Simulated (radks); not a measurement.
Results of a calculation; reference values are marked as such.
Problem. The bismuth ion Bi4+, configuration [Xe] 4f14 5d10 6s1. Code: a radial shooting solver on a logarithmic mesh with Libxc functionals. Model: Dirac Kohn-Sham, revPBE, spin-unpolarised, spherical densities, point nucleus.

Spin-orbit splittings of the eigenvalues, e(l+1/2) - e(l-1/2), with zeta = 2 splitting/(2l+1) and mean radii in bohr:

shell  occ.  splitting (eV)  zeta (eV)  <r> j=l-1/2  <r> j=l+1/2
2p        6            2320       1547      0.05388      0.06293
3p        6           519.5      346.3       0.1615       0.1780
3d       10           110.1      44.04       0.1545       0.1595
4p        6           128.0      85.35       0.3777       0.4124
4d       10           23.89      9.556       0.4160       0.4271
4f       14               ?          ?       0.4379       0.4441
5p        6           24.68      16.45       0.8847       0.9726
5d       10           3.109      1.244        1.184        1.221

Estimate the 4f splitting.

Solution. 5.492 eV (zeta = 1.569 eV).
